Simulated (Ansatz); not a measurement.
# Telling isomers of CH7AlSi2 apart by their spectra

These gas-phase data were calculated for one isomer of CH7AlSi2 at PBE0-D3(BJ)/def2-SVP (harmonic, unscaled wavenumbers; equilibrium rotational constants with average atomic masses):

| Quantity | Value |
| --- | --- |
| rotational constants | 4.617, 2.255, 1.643 GHz |
| all wavenumbers above 1500 cm⁻¹ | 3178, 3171, 3061, 2202, 2158, 2134, 1918 |
| dipole moment | 1.07 D (PBE0/def2-TZVPD) |

Candidates:

(1) `C[Si@@H]1[AlH][SiH2]1`, a singlet
(2) `[CH2]1[AlH][SiH2][SiH2]1`, a singlet

**Question.** Assign the data to one candidate and say why.

**Answer.** Candidate (1). 3 modes lie between 2000 and 2380 cm⁻¹, one for each Si–H bond, while (2) has 4.

The same quantities for all candidates:

|  | rotational constants (GHz) | wavenumbers above 1500 cm⁻¹ | dipole (D) | E above the lowest, PBE0-D3(BJ)/def2-SVP (kcal/mol) |
| --- | --- | --- | --- | --- |
| (1) | 4.617, 2.255, 1.643 | 3178, 3171, 3061, 2202, 2158, 2134, 1918 | 1.07 | 16.6 |
| (2) | 3.68, 3.487, 1.951 | 3150, 3036, 2228, 2209, 2195, 2191, 1920 | 1.03 | 0.0 |

Programs: Ansatz 0.2.0.
